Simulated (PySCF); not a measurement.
Property card for `C=C(C)[C@]1(COC)C[SiH2]1`

Species: C7H14OSi.
Numbering: `[CH2:1]=[C:2]([CH3:3])[C@:4]1([CH2:5][O:6][CH3:7])[CH2:8][SiH2:9]1` (hydrogens: H10, H11 on C1; H12, H13, H14 on C3; H15, H16 on C5; H17, H18, H19 on C7; H20, H21 on C8; H22, H23 on Si9)

Some functional groups and rings: C=C double bond, ether, Si–H bond and C–Si bond.

From GFN2-xTB geometry:

```
Point group of the GFN2-xTB geometry                  : C1
Rotational constants A, B, C of the GFN2-xTB geometry : 1.894, 0.989, 0.826 GHz
```

From PBE0/pcSseg-1 ground state and GIAO shieldings, non-relativistic (PySCF):

```
Dipole moment                                               : 1.59 D
HOMO energy                                                 : -6.26 eV
LUMO energy                                                 : 0.00 eV
HOMO–LUMO gap                                               : 6.26 eV
Lowest Hirshfeld atomic charge                              : -0.17 e on C8
Highest Hirshfeld atomic charge                             : +0.29 e on Si9
13C chemical shifts (computed TMS as zero) by class         : 152.7 (C2), 116.6 (C1), 78.7 (C5), 60.0 (C7), 36.5 (C4), 28.5 (C3), 8.9 (C8) ppm
1H chemical shifts (computed TMS as zero) by class          : 5.15 (H11), 5.09 (H10), 3.88 (H16), 3.48 (H17/H18/H19), 3.31 (H15), 3.12 (H23), 2.34 (H22), 2.14 (H12/H13/H14), 1.17 (H21), 0.84 (H20) ppm
Isotropic shieldings of nuclei other than C and H, by class : 303 (O6), 478 (Si9) ppm
Mayer bond orders between heavy atoms                       : C1–C2 1.98, C2–C3 1.05, C2–C4 1.02, C4–C5 0.98, C5–O6 0.89, O6–C7 0.94, C4–C8 0.92, C8–Si9 0.95, Si9–C4 0.85
```

Monoisotopic mass (most abundant isotopes): 142.0814 u.

A dipole of 1.59 D is allowed in C1, and pure rotational transitions are dipole-allowed. The dipole matches unit charges of opposite sign 0.33 Å apart (1 e·Å = 4.8032 D). With B = h/(8π²I), that is 505.379 GHz u Å² over I, the principal moments of inertia are 266.9, 511.2 and 612.0 u Å² (most abundant isotopes); the inertial defect Ic − Ia − Ib is -166.1 u Å² (zero for a rigid planar frame, negative otherwise). The rotational constants make it an asymmetric top with κ = (2B − A − C)/(A − C) = -0.70, nearer the prolate limit (−1).

One conformer (not necessarily the lowest) at the GFN2-xTB geometry, without solvent or vibrations. GFN2-xTB frequencies show an imaginary mode (32i cm⁻¹), so this geometry is no minimum at that level. NMR classes are plain means over equivalent atoms (diastereotopic ones count apart unless rotation or inversion swaps them), as if these changed places fast; in this geometry the members of some classes differ.

Conformer computed: `[CH2:1]=[C:2]([CH3:3])[C@:4]1([CH2:5][O:6][CH3:7])[CH2:8][SiH2:9]1`: C1–C2–C4–C5 117°, C2–C4–C5–O6 161°, C4–C5–O6–C7 178°.
